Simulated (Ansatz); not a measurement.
PBE exchange is replaced step by step with exact exchange (0 % is PBE, 25 % PBE0; no dispersion term), basis def2-TZVP, Ansatz. System: Pt3H2⁺ (the lowest doublet isomer of a short search). Total charge 1; doublet. Geometry: PBE0-D4/def2-TZVP, each spin state at its own.

Geometry of the doublet:

```xyz
5

Pt   -0.126   -1.334   -0.223
Pt   -0.351    1.193   -0.547
Pt    0.885    0.262    1.431
H     0.958    1.237   -1.287
H    -1.367   -1.358    0.627
```

In the def2 sets Pt takes a core potential; there is no spin–orbit coupling. At PBE with 50 % exact exchange/def2-TZVP the charge 1 doublet is spin-contaminated (final ⟨S²⟩ up to 0.84, 0.75 for a pure state). The structure comes from a short search, and lower isomers may exist.

HOMO and LUMO are taken over both spins.

```tsv
exact exchange (%)	HOMO (eV)	LUMO (eV)	gap (eV)	⟨S²⟩	quartet − doublet (kJ/mol)
0	-10.40	-9.91	0.49	0.763	61.3
5	-10.62	-9.68	0.95	0.766	63.2
10	-10.85	-9.44	1.40	0.769	65.1
15	-11.07	-9.27	1.80	0.773	66.9
25	-11.53	-8.91	2.62	0.785	70.0
35	-12.00	-8.53	3.47	0.805	71.4
50	-12.77	-7.93	4.84	0.840	66.3
```

The spin gap doesn't follow a straight line here, which points to a change of state along the sweep.
